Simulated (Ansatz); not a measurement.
Program: Ansatz. Geometries: PBE0-D4/def2-TZVP. ΔE: electronic, gas phase. CCSD(T)/CBS is the MP2 limit (def2-TZVPP, def2-QZVPP) plus CCSD(T) − MP2 in def2-TZVPP, frozen cores. This one scheme is used for every species. Functionals use def2-TZVPP. For Ga outer-core shells are correlated without core-valence functions, which leaves a few kJ/mol of doubt a bond. Scalar relativity is left out up to krypton. One conformer a species, not always the lowest.

Consider the ligand exchange at a Ga–C bond: `[CH3][GaH][CH2]O` + `C=N` → `C=[N][GaH][CH3]` + CH₃OH.

```csv
level,ΔE (kJ/mol)
ωB97X-V,-58.0
CCSD/def2-TZVPP,-59.5
```

Question: What does CCSD(T)/CBS give? (Best estimate.)

Answer: Ansatz gave: -58.4 kJ/mol. The listed levels differ from it by 0.4, -1.1 kJ/mol.

Largest T1 diagnostic among the species: 0.015.

In def2-TZVPP, CCSD(T) changes the Hartree–Fock value by +10.6 kJ/mol (the triples alone add +0.0 kJ/mol) and MP2 by +6.9 kJ/mol.
